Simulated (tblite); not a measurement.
C5H7F3.
Atom-mapped SMILES: `[CH3:1][C@@H:2]1[CH2:3][C@H:4]1[C:5]([F:6])([F:7])[F:8]` (hydrogens: H9, H10, H11 on C1; H12 on C2; H13, H14 on C3; H15 on C4)

Computed with GFN2-xTB (tblite), gas phase: Langevin dynamics at 200 K from the optimised GFN2-xTB geometry, time step 0.5 fs, friction 0.01 fs⁻¹, 2000 steps. The instantaneous temperature is 2·E(kin)/(3Nk) with all 3N coordinates.

```
t (fs)  T (K)  E(pot) above start (eV)  C1–C2 (Å)  C2–C3 (Å)  C3–C4 (Å)  C4–C5 (Å)  C5–F6 (Å)  C1–H9 (Å)  C3–C4–C5–F6 (°)
     0    160                    0.000      1.506      1.496      1.504      1.497      1.347      1.088              153
    25     79                    0.226      1.506      1.478      1.543      1.501      1.339      1.125              156
    50    134                    0.187      1.529      1.526      1.495      1.471      1.343      1.095              159
    75     96                    0.263      1.519      1.492      1.506      1.491      1.350      1.065              158
   100    103                    0.250      1.522      1.501      1.509      1.485      1.360      1.129              160
   125    149                    0.190      1.547      1.502      1.501      1.517      1.370      1.090              162
   150    125                    0.193      1.511      1.479      1.513      1.478      1.330      1.066              159
   175    156                    0.225      1.495      1.463      1.498      1.514      1.330      1.096              162
   200    179                    0.252      1.512      1.527      1.475      1.505      1.378      1.104              165
   225    188                    0.321      1.483      1.516      1.528      1.504      1.409      1.052              162
   250    204                    0.202      1.492      1.531      1.566      1.510      1.334      1.077              160
   275    166                    0.285      1.503      1.533      1.531      1.485      1.298      1.096              157
   300    199                    0.213      1.495      1.492      1.507      1.466      1.373      1.059              158
   325    198                    0.210      1.499      1.492      1.482      1.497      1.407      1.109              161
   350    123                    0.341      1.474      1.482      1.488      1.506      1.387      1.136              162
   375    127                    0.345      1.500      1.510      1.474      1.519      1.322      1.076              173
   400    195                    0.287      1.493      1.497      1.534      1.521      1.318      1.063              170
   425    164                    0.237      1.497      1.506      1.517      1.499      1.356      1.118              161
   450    185                    0.203      1.504      1.492      1.494      1.492      1.380      1.084              163
   475    157                    0.315      1.500      1.482      1.487      1.477      1.355      1.056              169
   500    151                    0.352      1.520      1.506      1.495      1.530      1.335      1.128              173
   525    154                    0.425      1.527      1.498      1.493      1.516      1.309      1.103              177
   550    190                    0.296      1.517      1.491      1.488      1.508      1.337      1.042              172
   575    185                    0.296      1.502      1.502      1.491      1.503      1.341      1.111              167
   600    165                    0.271      1.478      1.480      1.500      1.498      1.364      1.116              168
   625    232                    0.230      1.504      1.495      1.494      1.515      1.359      1.067              167
   650    215                    0.288      1.507      1.532      1.491      1.483      1.374      1.060              171
   675    189                    0.286      1.513      1.502      1.494      1.518      1.353      1.127              172
   700    226                    0.323      1.533      1.459      1.475      1.500      1.348      1.077              171
   725    270                    0.314      1.544      1.474      1.520      1.519      1.352      1.072              178
   750    278                    0.419      1.504      1.518      1.514      1.496      1.308      1.142              179
   775    222                    0.354      1.498      1.515      1.479      1.548      1.333      1.093              180
   800    163                    0.415      1.478      1.500      1.510      1.522      1.382      1.092             -174
   825    191                    0.338      1.527      1.505      1.526      1.520      1.343      1.107             -172
   850    232                    0.357      1.519      1.488      1.536      1.538      1.302      1.060              178
   875    276                    0.289      1.511      1.487      1.507      1.520      1.332      1.075              175
   900    238                    0.399      1.479      1.517      1.491      1.534      1.378      1.124              170
   925    232                    0.444      1.506      1.522      1.446      1.444      1.336      1.075              160
   950    210                    0.420      1.527      1.471      1.534      1.490      1.382      1.050              150
   975    208                    0.406      1.580      1.518      1.574      1.477      1.349      1.106              160
  1000    230                    0.311      1.555      1.484      1.553      1.491      1.335      1.110              163
```

Task: From 500 fs on, how do temperature and potential energy compare with equipartition?

Result: The mean temperature of these 21 frames is 212 K against the target 200 K, and the mean potential energy 0.34 eV against 39 × kT/2 = 0.34 eV for 39 classical harmonic modes. For 15 atoms in a canonical ensemble the temperature itself scatters by T·√(2/(3N)) = 42 K; here its standard deviation is 37 K. The whole run lasts only 10 friction times of 100 fs, so these averages carry a wide statistical error.

Task: What are the kinetic and total energies of the listed frame with the highest potential energy?

Result: The one at 925 fs, 0.444 eV above the start. Its kinetic energy is 3NkT/2 = 0.451 eV at 232 K, so the sum is 0.89 eV; over the listed frames the sum runs from 0.31 to 0.96 eV, since the thermostat adds and removes energy.

Task: How much do the listed bonds fluctuate from 500 fs on?

Result: 
| bond | at the start (Å) | mean (Å) | standard deviation (Å) |
| --- | --- | --- | --- |
| C1–C2 | 1.506 | 1.516 | 0.024 |
| C2–C3 | 1.496 | 1.498 | 0.018 |
| C3–C4 | 1.504 | 1.505 | 0.028 |
| C4–C5 | 1.497 | 1.508 | 0.023 |
| C5–F6 | 1.347 | 1.345 | 0.022 |
| C1–H9 | 1.088 | 1.092 | 0.028 |

The motion is classical and holds no zero-point motion.

What follows is the cost of the whole dynamics run. The run took 10 s on one thread, Arm Neoverse V1 (aarch64), no GPU (shared host), and the process peaked at 0.17 GiB of memory.
